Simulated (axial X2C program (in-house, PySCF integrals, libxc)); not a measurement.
**Density and ELF of SbN**

All values were computed with an in-house relativistic program for diatomic molecules. Two-component (2c) means X2C with spin–orbit coupling and atomic mean-field two-electron Coulomb and Gaunt terms. Basis: Sb dyall-cv3z [11s12p8d4f1g], N dyall-av3z [7s7p3d2f] (cores contracted in-house); Gaussian nuclei, density fitting, unrestricted open shells. Masses: Sb 120.904 u, N 14.003 u.

PBE0, two-component, state Ω = 0 (closed shell); Sb at z = 0, N at z = 1.810 Å.

The maps cover the half plane through the axis: z from -2.4 to 4.2 Å along the bond, ρ from 0.15 to 2.25 Å away from it (steps of 0.3 Å, the bottom row nearest the axis).

log10 of the density in e/bohr³:

digits 0 to 9 span -5.14 to 1.83 evenly
```
11122233333322222111000
12223333333333332221100
12233444444443333322110
22334444544444444332211
23344555555555554433221
23345556665555655443221
23445567776666666543321
33445678987666876544321
```

Electron localisation function (collinear form, no current term, damped to 0 at low density):

digits 0 to 9 span 0.00 to 1.00 evenly
```
00001122222210000000000
00023444444322100000000
00246666555433211100000
02467776555544333320000
14678753334565666542000
25788632322477788764100
36887436762377689875200
36887354745283839986310
```

The state is a single determinant with fixed occupations, the lowest that a limited PBE0 search found.
